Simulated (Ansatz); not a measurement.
Input file for `[Cl][K]`:

```yaml
crystal:
  periodic: [false, false, false]
  atoms:
    - {symbol: Cl, position_ang: [1.157211, -0.435628, 0.577697]}
    - {symbol: K, position_ang: [-1.127711, 0.375428, -0.573697]}
basis:
  gaussian: {orbitals: def2-TZVPP}
correlation: {method: ccsd_t}
output: {orbitals: {seedname: orbitals}}
```

```sh
$ ansatz run in.yaml --threads 2 --pin off --events-out ev --progress --plain --max-ram 32768MiB --backend cpu
```

The program prints (abridged):

```
Functional definition: HF
568 factors; integrals over basis functions are off by at most 9.4e-4 eV
mean field evaluation 1: about -28808.8774 eV, gradient 1.9e1 eV
mean field evaluation 2: about -28808.8831 eV, gradient 1.9e1 eV
mean field evaluation 4: about -28809.9584 eV, gradient 7.6e-1 eV
mean field evaluation 8: about -28809.9705 eV, gradient 3.7e-3 eV
mean field -28809.97045428 eV, -1058.7468860955 hartree, gradient 1.9e-6 eV, S^2 0.000000; 0 other end points of the search recorded, 0 dependent functions left out
10 core orbitals not correlated: weight in the atoms' cores, before any rotation towards them, 1.000 or more for the frozen orbitals, at most 0.000 for the correlated occupied ones
reference -28809.97045428 eV, -1058.7468860955 hartree; 8, 8 occupied and 57, 57 virtual orbitals, 568 factors
second order -9.69625141 eV of doubles, -0.00000000 eV of singles
cycle   1  -10.27217269 eV  change   -5.8e-1 eV  update   4.2e-2
cycle   2  -10.41559268 eV  change   -1.4e-1 eV  update   1.1e-2
cycle   3  -10.42960803 eV  change   -1.4e-2 eV  update   5.4e-3
cycle   4  -10.42884215 eV  change    7.7e-4 eV  update   2.0e-3
cycle   5  -10.42802708 eV  change    8.2e-4 eV  update   1.1e-3
cycle   6  -10.42795208 eV  change    7.5e-5 eV  update   4.3e-4
cycle   7  -10.42796672 eV  change   -1.5e-5 eV  update   1.2e-4
cycle   8  -10.42797676 eV  change   -1.0e-5 eV  update   4.5e-5
cycle   9  -10.42798291 eV  change   -6.2e-6 eV  update   1.6e-5
perturbative correction -0.27674957 eV, -0.0101703593 hartree
Total energy: -28820.67518677 eV, -1059.1402777584 hartree
```

It took 1.1 s on 2 threads of an AMD EPYC 7R13 on a shared host, with 0.2 GiB of host memory at the peak.

The correlation energy is -10.705 eV, 2.6 % of it from (T); the T1 diagnostic reads 0.0054.
